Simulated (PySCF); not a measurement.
## SbCl₂⁺: breathing scan

These are results of PBE0/[Sb def2-TZVP with ECP28, Cl def2-TZVP], scalar-relativistic core potentials, density fitting, no spin–orbit coupling, PySCF, not measurements.

Rigid scan from the singlet minimum (Sb–Cl 2.252 Å (×2); Cl–Sb–Cl 100.1°). Coordinate: all bonds to the central atom scaled together. Energies in kJ/mol from the minimum.

```tsv
scale of all bonds to the centre	E (kJ/mol)	dipole size (D, about the centre of mass)
0.88	215.7	0.49
0.92	83.2	0.97
0.96	18.2	1.45
1.00	0.0	1.92
1.04	13.9	2.36
1.08	49.4	2.78
1.14	127.0	3.34
1.22	251.4	3.96
1.35	456.1	4.69
```

At long bonds a restricted determinant can lie too high, and another spin state can fall below this curve.

Other isomers or separated fragments may lie lower.
